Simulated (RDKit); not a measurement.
Input file for RDKit: UFF on CH4 (SMILES C).

```python
from rdkit import Chem
from rdkit.Chem import AllChem, rdDetermineBonds

blocks = [
'''5

C    -0.00000000    0.00000000   -0.00000000
H     0.88933677   -0.00000000    0.62885615
H    -0.88933677    0.00000000    0.62885615
H     0.00000000    0.88933677   -0.62885615
H     0.00000000   -0.88933677   -0.62885615
''',
]
mol = None
for b in blocks:
    f = Chem.MolFromXYZBlock(b)
    rdDetermineBonds.DetermineBonds(f, charge=0)
    mol = f if mol is None else Chem.CombineMols(mol, f)
Chem.SanitizeMol(mol)
print(Chem.MolToSmiles(Chem.RemoveHs(mol)))
ff = AllChem.UFFGetMoleculeForceField(mol, vdwThresh=100.0, ignoreInterfragInteractions=False)
e = ff.CalcEnergy()
print(f'UFF energy {e:.6f} kcal/mol')
```

The log:

```
C
UFF energy 0.539829 kcal/mol
```

The run finished.

Cost: very roughly 0.010 core-seconds.
